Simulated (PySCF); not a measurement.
**C₆ coefficients of unlike pairs at HSE06**

Calculated with PySCF 2.14 from the dipole response of each species, C₆(A,B) = (3/π) ∫ α_A(iu) α_B(iu) du, in atomic units, from isotropic polarisabilities. For ions this is the dispersion term alone; charge-induced terms of lower order in 1/R come first.

| species | configuration | basis | relativity | α (bohr³) | C₆ (like pair) |
| --- | --- | --- | --- | --- | --- |
| Te²⁺ | [Kr] 4d10 5s2 5p2 (3P) | aug-cc-pwCVTZ-DK3 (10s9p7d4f1g) | spin-free X2C | 15.00 | 101.3 |
| Ne | [Ne] (1S) | x2c-TZVPPall with one added diffuse shell each of s, p, d type (6s4p3d1f) | spin-free X2C | 2.656 | 6.485 |
| Rb | [Kr] 5s1 (2S) | aug-cc-pVDZ-X2C (7s6p4d) | spin-free X2C | 362.6 | 5685 |

**Question.** Estimate C₆ for Rb with Te²⁺.

**Answer.** The integral gives 457.4. The combination rule 2 C_A C_B / (C_A α_B/α_A + C_B α_A/α_B) gives 429.2 and the geometric mean 758.7.

No spin-orbit coupling is included.

The other pairs:

```json
{"pair": "Rb, Ne", "C₆": "87.82"}
{"pair": "Ne, Te²⁺", "C₆": "24.44"}
```
